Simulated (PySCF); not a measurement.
# Polarisability and C₆ of Xe²⁺ (xenon, charge +2)

[Kr] 4d10 5s2 5p4, high-spin 3P determinant. Computed with PySCF 2.14 in aug-cc-pV5Z-PP with ECP28MDF, with scalar relativity through the core potential. Coupled (time-dependent) response in atomic units; α is the mean over directions.

```
method  mean α (bohr³)         α xx, yy, zz  C₆ (like pair)  S(−4)
 M06-L           13.10  12.95, 13.40, 12.95           95.00  27.82
```

S(−4) is the Cauchy moment in α(ω) = α(0) + S(−4) ω² + …

Spin-orbit coupling is absent.

α(iu) at M06-L:

```
u (hartree)  α(iu) (bohr³)
          0          13.10
     0.0500          13.03
      0.100          12.83
      0.200          12.08
      0.300          11.03
      0.500          8.694
      0.750          6.264
       1.00          4.604
       1.50          2.768
       2.00          1.878
       3.00          1.072
       5.00         0.5112
```

A single London oscillator, α(iu) = α/(1 + u²/ω²), gives C₆ = (3/4) ω α². Matching the computed C₆ needs ω = 4 × 95.00 / (3 × 13.10²) = 0.738 hartree.

For an ion, C₆ is the dispersion term alone; charge-induced terms of lower order in 1/R come first.

The components differ because the open shell of this determinant is not spherical; for a pure term their mean is the scalar polarisability.

Energies and moments cover only the electrons outside the core potential.
